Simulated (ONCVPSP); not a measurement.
Reading a pseudo-wave (S)

Columns: radius, all-electron u(r) and pseudo u(r) of the 3s shell (level -17.26 eV) of sulfur in the configuration [Ne] 3s2 3p4; PBE, scalar-relativistic, ONCV scheme, ONCVPSP 4.0.1.

```json
{"r (bohr)": "0.072", "all-electron": "0.1893", "pseudo": "0.0188"}
{"r (bohr)": "0.145", "all-electron": "-0.0612", "pseudo": "0.0401"}
{"r (bohr)": "0.217", "all-electron": "-0.2869", "pseudo": "0.0654"}
{"r (bohr)": "0.290", "all-electron": "-0.3961", "pseudo": "0.0967"}
{"r (bohr)": "0.362", "all-electron": "-0.3943", "pseudo": "0.1338"}
{"r (bohr)": "0.435", "all-electron": "-0.3141", "pseudo": "0.1783"}
{"r (bohr)": "0.507", "all-electron": "-0.1897", "pseudo": "0.2291"}
{"r (bohr)": "0.580", "all-electron": "-0.0422", "pseudo": "0.2873"}
{"r (bohr)": "0.652", "all-electron": "0.1074", "pseudo": "0.3502"}
{"r (bohr)": "0.725", "all-electron": "0.2521", "pseudo": "0.4177"}
{"r (bohr)": "0.798", "all-electron": "0.3833", "pseudo": "0.4865"}
{"r (bohr)": "0.870", "all-electron": "0.4962", "pseudo": "0.5531"}
{"r (bohr)": "0.942", "all-electron": "0.5917", "pseudo": "0.6163"}
{"r (bohr)": "1.015", "all-electron": "0.6709", "pseudo": "0.6753"}
{"r (bohr)": "1.088", "all-electron": "0.7334", "pseudo": "0.7281"}
{"r (bohr)": "1.160", "all-electron": "0.7796", "pseudo": "0.7725"}
{"r (bohr)": "1.232", "all-electron": "0.8119", "pseudo": "0.8073"}
{"r (bohr)": "1.305", "all-electron": "0.8320", "pseudo": "0.8306"}
{"r (bohr)": "1.378", "all-electron": "0.8412", "pseudo": "0.8411"}
{"r (bohr)": "1.450", "all-electron": "0.8410", "pseudo": "0.8410"}
{"r (bohr)": "1.522", "all-electron": "0.8333", "pseudo": "0.8332"}
{"r (bohr)": "1.595", "all-electron": "0.8190", "pseudo": "0.8190"}
{"r (bohr)": "1.668", "all-electron": "0.7995", "pseudo": "0.7995"}
{"r (bohr)": "1.740", "all-electron": "0.7764", "pseudo": "0.7764"}
{"r (bohr)": "1.812", "all-electron": "0.7502", "pseudo": "0.7502"}
{"r (bohr)": "1.885", "all-electron": "0.7215", "pseudo": "0.7215"}
```

**Question.** How many radial nodes do the two functions have?

**Answer.** The all-electron 3s function has n − l − 1 = 2; the pseudo-wave has 0, since the states of the same l below it are removed with the core.

**Question.** At about which radius was the pseudo-wave matched?

**Answer.** 1.40 bohr, where the columns begin to agree (steps of 0.07 bohr).

**Question.** Is the pseudo-wave norm-conserving?

**Answer.** Yes: the ONCV scheme keeps the norm inside the radius equal to the all-electron one, which fixes the energy derivative of the logarithmic derivative at the level.
